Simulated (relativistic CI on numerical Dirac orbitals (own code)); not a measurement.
Sc²⁺: resonant inelastic scattering at the L2,3 edge

Computed with this model: Dirac-Coulomb-Breit CI, orbitals from a KLI potential per configuration, model QED (radiative potential, 1s self-energy scaled to tabulated hydrogen-like ionisation energies), valence Slater integrals scaled by 0.9, Kramers-Heisenberg scattering through one core-hole configuration in a parametric crystal field; configurations [Ar] 3d → [He] 2s2 2p5 3s2 3p6 3d2; 300 K; core-hole width 0.6 eV; summed over polarisations. Incident energies are the highest absorption maxima for each field (at most a few, so the weaker spin-orbit partner edge can be absent), on the computed scale of the free ion. Intensities are in per cent of the strongest line above 0.02 eV; levels within 1 cm⁻¹ are merged; final levels count from the ground level, the first row holds all elastic scattering, lines under 0.4 are left out and each table stops after 24 rows. The scale of the Slater integrals is a model choice and moves the terms in proportion.

Field parameters in Wybourne normalisation: Oh B⁴₀ = 21Dq, B⁴₄ = √(5/14) B⁴₀; Td as Oh with Dq negative (B⁴₀ = 21Dq, B⁴₄ = √(5/14) B⁴₀). The field is a parameter set, without covalency.

S is read from ⟨S²⟩ = S(S + 1).

Td, 10Dq = -11400 cm⁻¹:

| Final level (eV) | Degeneracy | Irrep | S | 403.1 eV | 406.1 eV | 407.4 eV |
| --- | --- | --- | --- | --- | --- | --- |
| 0.000 | 4 | Γ8 | 0.50 | 150.9 | 127.5 | 336.2 |
| 1.410 | 4 | Γ8 | 0.50 | 12.6 | 45.1 | 100.0 |
| 1.422 | 2 | Γ7 | 0.50 | 9.1 | 12.5 | 30.4 |

Oh, 10Dq = 13150 cm⁻¹:

| Final level (eV) | Degeneracy | Irrep | S | 403.4 eV | 406.5 eV | 407.7 eV |
| --- | --- | --- | --- | --- | --- | --- |
| 0.000 | 4 | Γ8 | 0.50 | 148.8 | 265.4 | 262.1 |
| 0.012 | 2 | Γ7 | 0.50 | 7.6 | 14.0 | 37.4 |
| 1.635 | 4 | Γ8 | 0.50 | 25.4 | 26.1 | 100.0 |

For the first field the strongest loss at the lowest incident energy is the level at 1.41 eV (S = 0.50, against 0.50 in the thermal ground state).
